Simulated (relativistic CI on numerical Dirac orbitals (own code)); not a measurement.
The 32-electron sequence from Te²⁰⁺ to Lu³⁹⁺

Method of calculation: Dirac-Coulomb-Breit CI, orbitals from a KLI potential per configuration, a model potential for QED, unscaled Slater integrals (own radial code, finite nucleus).

Configuration list (outside the closed core [Ar] 3d10): 4s2.4p2, 4s.4p3, 4p4, 4s2.4p.4d, 4s.4p2.4d, 4s2.4p.4f, 4s2.4d2, 4s.4d3. Double excitations out of closed p, d and f shells are left out; levels of such configurations are missing from the list, as are those of other unlisted configurations, and high levels can miss mixing partners.

Energies above each ion's lowest level, in eV. Levels are followed by their leading LS label, which can pass from one level to another where the coupling changes.

| Ion | 4s2.4p2 3P_0 | 4s2.4p2 3P_1 | 4s2.4p2 1D_2 | 4s2.4p2 3P_2 | 4s2.4p2 1S_0 | 4s.4p3 3D°_1 | 4s.4p3 3D°_3 |
| --- | --- | --- | --- | --- | --- | --- | --- |
| Te²⁰⁺ | 0 | 10.788 | 13.146 | 25.778 | 31.593 | 65.08 | 71.682 |
| I²¹⁺ | 0 | 12.263 | 14.724 | 28.894 | 34.881 | 69.112 | 76.816 |
| Xe²²⁺ | 0 | 13.878 | 16.44 | 32.289 | 38.448 | 73.298 | 82.236 |
| Cs²³⁺ | 0 | 15.64 | 18.303 | 35.98 | 42.311 | 77.648 | 87.961 |
| Ba²⁴⁺ | 0 | 17.559 | 20.321 | 39.984 | 46.487 | 82.169 | 94.006 |
| La²⁵⁺ | 0 | 19.644 | 22.505 | 44.32 | 50.994 | 86.869 | 100.39 |
| Ce²⁶⁺ | 0 | 21.904 | 24.862 | 49.004 | 55.851 | 91.757 | 107.13 |
| Pr²⁷⁺ | 0 | 24.349 | 27.403 | 54.058 | 61.076 | 96.843 | 114.25 |
| Nd²⁸⁺ | 0 | 26.988 | 30.138 | 59.501 | 66.691 | 102.14 | 121.76 |
| Pm²⁹⁺ | 0 | 29.833 | 33.078 | 65.354 | 72.717 | 107.65 | 129.68 |
| Sm³⁰⁺ | 0 | 32.894 | 36.234 | 71.64 | 79.176 | 113.38 | 138.04 |
| Eu³¹⁺ | 0 | 36.183 | 39.617 | 78.381 | 86.09 | 119.36 | 146.85 |
| Gd³²⁺ | 0 | 39.712 | 43.239 | 85.601 | 93.483 | 125.6 | 156.13 |
| Tb³³⁺ | 0 | 43.493 | 47.113 | 93.325 | 101.38 | 132.1 | 165.9 |
| Dy³⁴⁺ | 0 | 47.539 | 51.25 | 101.58 | 109.81 | 138.87 | 176.16 |
| Ho³⁵⁺ | 0 | 51.864 | 55.667 | 110.39 | 118.79 | 145.95 | 186.93 |
| Er³⁶⁺ | 0 | 56.481 | 60.375 | 119.78 | 128.36 | 153.33 | 198.21 |
| Tm³⁷⁺ | 0 | 61.406 | 65.39 | 129.79 | 138.55 | 161.03 | 209.98 |
| Yb³⁸⁺ | 0 | 66.654 | 70.727 | 140.45 | 149.38 | 169.07 | 222.2 |
| Lu³⁹⁺ | 0 | 72.24 | 76.403 | 151.78 | 160.88 | 177.47 | 234.78 |

The lowest level keeps the configuration 4s2.4p2 and J = 0 throughout.

Between Z = 68 and 71 the energy of 4s2.4p2 3P_1 follows a local power law Z^5.7. For orientation: electrostatic splittings inside a shell grow about linearly with the screened charge, excitations that change n as its square, and fine structure as its fourth power; written in Z itself the exponents are larger, since the screened charge grows faster in proportion.
